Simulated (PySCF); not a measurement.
Si(F)(I)2(OH) (FHI₂OSi), SMILES O[Si](F)(I)I. Geometry optimised at PBE-D3(BJ)/def2-SVP. The structure was generated by enumeration, and PubChem lists no compound with its InChIKey, so it may never have been made. The def2 effective core potentials stand for the cores of I; spin–orbit coupling is left out. Other conformers were not sampled.

Computed equilibrium geometry at PBE-D3(BJ)/def2-SVP (PySCF confirms it by a frequency run) as bond lengths and angles (one conformer of several):
Atoms: O1 Si2 F3 I4 I5 H6. Bond lengths (Å): O1–Si2 1.656, O1–H6 0.976, Si2–F3 1.630, Si2–I4 2.428, Si2–I5 2.452. Angles (°): Si2–O1–H6 115.3, O1–Si2–F3 110.4, O1–Si2–I4 107.1, O1–Si2–I5 111.5, F3–Si2–I4 108.4, F3–Si2–I5 106.2, I4–Si2–I5 113.1.
Charge 0, spin multiplicity 1.
